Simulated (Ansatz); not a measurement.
Basis sets compared for Cs3Br2. Charge 0, multiplicity 2. Geometry PBE0-D4/def2-SVP. Ansatz on 4 threads of AMD EPYC 7B13 on a shared host; times are rough, and most runs start from earlier orbitals.

```xyz
5

Cs    0.727    2.630   -0.141
Cs    1.493   -2.010   -1.095
Cs   -2.296   -0.640    1.278
Br   -1.037    0.209   -1.854
Br    1.112   -0.189    1.812
```

In the def2 sets Cs takes a core potential; there is no spin–orbit coupling. The structure comes from a short search, and lower isomers may exist.

Binding counts from free atoms (Cs doublet, Br doublet) in the same basis, without a counterpoise term.

```
           level  functions  energy (Eh)  HOMO (eV)  LUMO (eV)  binding per atom (eV)  wall time
 PBE-D4/def2-SVP        136   -5207.6329      -1.90      -1.60                   2.05      4.5 s
PBE0-D4/def2-SVP        136   -5207.7947      -2.10      -1.11                   2.05      6.5 s
```

Task: Estimate the rows for PBE-D4/def2-TZVP (with forces), PBE0-D4/def2-TZVP.

Result: 
```csv
level,functions,energy (Eh),HOMO (eV),LUMO (eV),binding per atom (eV),wall time
PBE-D4/def2-TZVP (with forces),183,-5208.2588,-1.91,-1.55,2.05,7 s
PBE0-D4/def2-TZVP,183,-5208.4185,-2.10,-1.06,2.04,10 s
```
